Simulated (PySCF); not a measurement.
Electron correlation in O²⁺ (oxygen, charge +2)

[He] 2s2 2p2, high-spin 3P determinant. Computed with PySCF 2.14 in aug-cc-pVDZ-DK (4s3p2d, 23 functions), with the spin-free X2C one-electron Hamiltonian (Gaussian nucleus). Frozen: 1s2; 4 electrons correlated.

MP2 pair energies summed by pair of shells (mhartree):

```json
{"pair": "2s-2p", "energy": "-32.69", "share (%)": "58.0"}
{"pair": "2s-2s", "energy": "-18.88", "share (%)": "33.5"}
{"pair": "2p-2p", "energy": "-4.75", "share (%)": "8.4"}
```

Total MP2 correlation energy: -56.32 mhartree.

Same-spin part -7.94 and opposite-spin part -48.38 mhartree; SCS-MP2 scales them by 1/3 and 6/5 to -60.70 mhartree.

| level | correlation energy (mhartree) |
| --- | --- |
| CCSD | -78.97 |
| (T) | -0.66 |
| CCSD(T) | -79.63 |

Diagnostics: T1 = 0.0047, D1 = 0.0094, largest double amplitude 0.124.

Cost of the coupled-cluster step: 0.1 s of wall time on 1 thread of Intel(R) Xeon(R) 6975P-C (shared host), for 4 correlated electrons.
